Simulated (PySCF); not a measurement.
# Fractional electron number in Pt²⁺ (platinum, charge +2)

The 5d beta orbital of [Xe] 4f14 5d8 is emptied in steps (occupation f), with all orbitals relaxed, ending at [Xe] 4f14 5d7. Computed with PySCF 2.14 in aug-cc-pVTZ-PP with ECP60MDF (6s6p5d3f2g, 88 functions), with scalar relativity through the core potential. The exact energy is a straight line in f; departures are measured from the line between the end points of the same method.

```tsv
f	TPSS (eV)
1	0.000
0.8	-0.922
0.6	-1.386
0.4	-1.389
0.2	-0.927
0	0.000
```

| method | E(f=0) − E(f=1) (eV) | −ε at f=1 (eV) | −ε at f=0.4 (eV) |
| --- | --- | --- | --- |
| TPSS | 31.054 | 25.304 | 32.198 |

Orbital energy along the path (eV):

| f | TPSS |
| --- | --- |
| 1 | -25.304 |
| 0.8 | -27.585 |
| 0.6 | -29.886 |
| 0.4 | -32.198 |
| 0.2 | -34.521 |
| 0 | -36.863 |

Reference removal energy between the ground levels: 29 ± 1.6 eV (theoretical estimate listed by NIST; NIST Atomic Spectra Database, ionization energies). The calculation has no spin-orbit coupling. The determinant left behind need not be the lowest term of the ion.
